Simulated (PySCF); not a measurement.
C5H11ClSi, SMILES C[Si](C)(C)/C=C\Cl (GFN2-xTB optimised geometry):

```
18

C      1.621     0.403     0.000
Si    -0.286     0.403     0.000
C     -0.932     2.196     0.000
C     -0.966    -0.533    -1.516
C     -0.938    -0.391     1.600
C     -0.717    -1.631     1.997
Cl     0.227    -2.747     1.092
H      2.010     0.915    -0.875
H      2.016     0.904     0.879
H      2.018    -0.607    -0.008
H     -0.601     2.730    -0.885
H     -2.018     2.228     0.013
H     -0.577     2.747     0.865
H     -0.654    -0.056    -2.440
H     -2.052    -0.559    -1.510
H     -0.613    -1.558    -1.540
H     -1.547     0.214     2.257
H     -1.096    -2.065     2.912
```

Method: PySCF 2.14.0 with PBE0/def2-SVP.

Problem. What are the frontier orbital energies and the dipole moment?

Solution. HOMO-2 -8.52 eV, HOMO-1 -8.43 eV, HOMO -7.27 eV, LUMO -0.32 eV, LUMO+1 1.72 eV; dipole moment 1.06 D.

Meta-Löwdin charges at PBE0/def2-SVP: C1 -0.55, Si2 0.87, C3 -0.55, C4 -0.55, C5 -0.36, C6 -0.07, Cl7 -0.06, H8 0.11, H9 0.11, H10 0.12, H11 0.11, H12 0.11, H13 0.11, H14 0.11, H15 0.11, H16 0.12, H17 0.12, H18 0.12.
